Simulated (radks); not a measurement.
Task: The mean radii <r> (bohr) of the occupied orbitals of an atom or ion are listed with their occupations. Calculated with a radial shooting solver on a logarithmic mesh with Libxc functionals: scalar-relativistic Kohn-Sham, SCAN, spin-polarised, spherical densities, finite nucleus; meta-GGA in the generalised Kohn-Sham scheme; Fermi nuclear charge, rms radius of each element as measured or else 0.836 A^(1/3) + 0.57 fm.

orbital  occ.      <r>
1s up       1  0.05825
1s down     1  0.05810
2s up       1   0.2475
2s down     1   0.2494
2p up       2   0.2136

Name the element and its charge. Open shells, if any, are filled with parallel spins first.

Result: Z = 26, iron, charge +20: Fe20+ in [He] 2s2 2p2. The 1s radius gives Z: for a bare nucleus <r> = (2 gamma + 1)/(2Z) with gamma = sqrt(1 - (Z/c)^2), 0.05699 bohr for Z = 26, and screening makes it slightly larger (0.05825 here). The occupations add up to 6, and the charge is Z minus that.
